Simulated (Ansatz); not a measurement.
Relaxation of BCl2H4NS (9 atoms, charge 0, multiplicity 1), to a largest force component of 0.03 eV/Å in at most 50 steps.

Computed with Ansatz, RKS PBE0-D4/def2-SVP.

```xyz
9
Properties=species:S:1:pos:R:3
B 0.028 -0.178 0.242
N 0.033 -0.308 1.706
H -0.763 -0.706 2.187
H 0.899 -0.291 2.227
Cl 1.528 0.154 -0.606
Cl -1.459 -0.520 -0.640
S -0.693 2.822 0.541
H -1.980 2.456 0.373
H -0.507 1.882 1.531
```

Task: Where does it end, and by what steps?

Result: The forces met the threshold. The force dipped under the threshold on the way, but the program's further checks kept it going. After 17 steps the energy has fallen by 0.210 eV; S7 moved furthest, 0.57 Å.

```
step  energy less start (eV)  largest force component (eV/Å)  accepted
   0                  0.0000                           2.426       yes
   1                 -0.1355                           1.257       yes
   2                 -0.1803                           0.518       yes
   3                 -0.1901                           0.343       yes
   4                 -0.1979                           0.158       yes
   5                 -0.2031                           0.107       yes
   6                 -0.2052                           0.111       yes
   7                 -0.2056                           0.125       yes
   8                 -0.1755                           0.866        no
   9                 -0.2077                           0.038       yes
  10                 -0.2076                           0.170        no
  11                 -0.2087                           0.016       yes
  12                 -0.2093                           0.053       yes
  13                 -0.2092                           0.132        no
  14                 -0.2097                           0.028       yes
  15                 -0.2101                           0.035       yes
  16                 -0.2102                           0.034       yes
  17                 -0.2102                           0.024       yes
```

```xyz
9
Properties=species:S:1:pos:R:3
B 0.067 -0.337 0.252
N 0.099 -0.415 1.641
H -0.727 -0.613 2.190
H 0.963 -0.361 2.164
Cl 1.547 -0.085 -0.666
Cl -1.475 -0.496 -0.600
S -1.014 3.157 0.866
H -1.771 2.346 0.097
H -0.601 2.114 1.617
```

Time of the run: 50 s on 2 threads of Arm Neoverse V2 (shared host), peak memory 0.23 GiB.
